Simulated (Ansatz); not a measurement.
Ansatz (an electronic-structure program) input (CAM-B3LYP/def2-TZVPD):

Ansatz 0.2 input:
```yaml
crystal:
  periodic: [false, false, false]
  atoms:
    - {symbol: Mg, position_ang: [0.00000000, 0.00000000, 0.00000000]}
    - {symbol: F, position_ang: [0.00000000, 0.00000000, 1.75105467]}
    - {symbol: F, position_ang: [-0.00000000, -0.00000000, -1.75105467]}
basis:
  gaussian:
    orbitals: def2-TZVPD
hamiltonian:
  xc: {name: CAM-B3LYP}
total_charge: -1
magnetization: {spin_polarized: true, initial_magnetization: 1}
```

End of the output:

```
integrals: 0.04 GiB planned
702 factors; their error is unknown
integrals: 0.07 GiB planned
231 factors; integrals over basis functions are off by at most 3.9e-5 eV
mean field: 0.49 GiB planned
mean field evaluation 1: about -10883.1285 eV, gradient 1.1e1 eV
mean field evaluation 2: about -10883.2553 eV, gradient 1.1e1 eV
mean field evaluation 4: about -10883.5810 eV, gradient 4.8e-1 eV
mean field evaluation 8: about -10883.6189 eV, gradient 6.7e-2 eV
mean field evaluation 16: about -10883.6189 eV, gradient 5.8e-5 eV
mean field -10883.61888378 eV, -399.9656167972 hartree, gradient 4.0e-5 eV, S^2 0.750631; 1 other end points of the search recorded, 0 dependent functions left out
reference -10883.61897256 eV, -399.9656200596 hartree; 16, 15 occupied and 99, 100 virtual orbitals, 702 factors
Total energy: -10883.61897256 eV, -399.9656200596 hartree
```

This state (charge -1, doublet) is run at the relaxed geometry of the species with charge 0 and multiplicity 1.
